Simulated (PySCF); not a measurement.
A side-by-side comparison of computed properties.

First species: ZrMeF3, CH3F3Zr (singlet state).
Cartesian coordinates in Å at the PBE0-D3(BJ)/def2-SVP level; atoms count from 1:
```xyz
8
CH3F3Zr angstrom
Zr    -0.1509    0.0092   -1.0441
C      0.1681   -0.0098    1.1283
H     -0.7991    0.0350    1.6601
H      0.7747    0.8545    1.4516
H      0.6884   -0.9307    1.4456
F      1.5849   -0.0093   -1.8195
F     -1.1103    1.6105   -1.4012
F     -1.1558   -1.5594   -1.4210
```

Second species: C5H6F2.
InChI=1S/C5H6F2/c1-3-4(2)5(6)7/h3,5H,1-2H2

Levels: wB97X-D/def2-SVPD for dipole moment, HOMO energy, LUMO energy, HOMO–LUMO gap and static isotropic polarisability; TDDFT wB97X-D/def2-SVPD for lowest singlet excitation; TDA wB97X-D/def2-SVPD for lowest triplet excitation (Tamm–Dancoff); ΔSCF wB97X-D/def2-SVPD for vertical ionisation energy; PBE0-D3(BJ)/def2-SVP for rotational constant A and rotational constant C. Geometries: PBE0-D3(BJ)/def2-SVP. Each species is one conformer at its optimised geometry, gas phase (atoms past krypton carry core potentials, spin–orbit coupling is left out); the electronic structure was computed with PySCF and density fitting.

The conformers computed, where there is a choice (atom-mapped SMILES and torsion angles):
- `[CH2:1]=[CH:2][C:3](=[CH2:4])[CH:5]([F:6])[F:7]`: C1–C2–C3–C4 -175°, C2–C3–C5–F6 180°

**Question.** Which of the two has the higher rotational constant C, and by how much?

**Answer.** The first: 2.600 GHz against 1.554 GHz, a difference of 1.046 GHz.

**Question.** Which has the higher dipole moment?

**Answer.** The second: 2.10 D against 1.02 D, a difference of 1.08 D.

**Question.** Which of the two has the higher vertical ionisation energy, and by how much?

**Answer.** The first: 10.76 eV against 9.28 eV, a difference of 1.48 eV.

**Question.** Which of the two has the higher HOMO energy, and by how much?

**Answer.** The second: -9.03 eV against -10.36 eV, a difference of 1.33 eV.

**Question.** Which has the higher T1 energy?

**Answer.** The first: 4.98 eV against 3.31 eV, a difference of 1.67 eV.

**Question.** Which has the higher S1 energy?

**Answer.** The second: 5.88 eV against 5.38 eV, a difference of 0.50 eV.

**Question.** Which of the two has the higher static isotropic polarisability, and by how much?

**Answer.** The second: 66.2 au against 50.7 au, a difference of 15.5 au.

**Question.** Which of the two has the higher rotational constant A, and by how much?

**Answer.** The second: 3.840 GHz against 2.663 GHz, a difference of 1.177 GHz.

On the first: In atomic units the dipole is 0.40 e·bohr (1 au = 2.5417 D). No computed singlet falls in the visible range (750 to 380 nm, 1.65 to 3.26 eV); S1 lies 2.12 eV above its blue end. Atoms past krypton carry effective core potentials; spin–orbit coupling is left out.

On the second: The polarisability is 9.81 Å³ as a volume (1 au = 0.148185 Å³), or 1.23 au for each of the 54 electrons. The 10 singlets span 5.88 to 8.88 eV, and their oscillator strengths add up to 0.73.
